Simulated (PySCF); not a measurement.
C₄H₅Br. Atoms are numbered in the order given.

```xyz
10

Br     0.0042    -1.3552     0.0000
C     -0.0619     0.5258     0.0000
C     -1.0740     1.4233     0.0000
C     -0.1055     2.5963     0.0000
C      1.0571     1.5409     0.0000
H     -2.1699     1.3455     0.0000
H     -0.1371     3.2420    -0.9033
H     -0.1371     3.2420     0.9033
H      1.7006     1.5427    -0.9039
H      1.7006     1.5427     0.9039
```
Charge 0, spin multiplicity 1.

Geometry optimised at PBE-D3(BJ)/def2-SVP.

Method: B3LYP/pcSseg-1 (PySCF).

GIAO shieldings, no solvent; atoms alike by connectivity are averaged. δ = σ(ref) − σ: ¹³C against TMS (σ = 181.3 ppm); ¹H against TMS (σ = 31.68 ppm), references at their B3LYP-D3(BJ)/def2-TZVP geometries, non-relativistic (without spin–orbit terms, shifts of atoms bonded to Cl or Br come out too high).

```csv
nucleus,atoms,count,δ (ppm)
¹³C,C3,1,152.7
¹³C,C2,1,150.0
¹³C,C5,1,47.6
¹³C,C4,1,36.2
¹H,H6,1,6.73
¹H,"H9, H10",2,3.28
¹H,"H7, H8",2,3.12
```
